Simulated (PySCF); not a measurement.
## Correlation energy of Tc (technetium, neutral)

[Kr] 4d5 5s2, high-spin 6S determinant. All numbers are calculated (PySCF 2.14, a scalar-relativistic core potential, in def2-QZVPPD with the def2 core potential (28 electrons) (7s5p4d4f2g, 88 functions)). Frozen: 4s2 4p6; 7 electrons correlated.

```tsv
level	correlation energy (mhartree)
CCSD	-138.34
(T)	-5.94
CCSD(T)	-144.28
```

Diagnostics: T1 = 0.029, D1 = 0.1029, largest double amplitude 0.058.

Cost of the coupled-cluster step: roughly 50 core-seconds, for 7 correlated electrons.
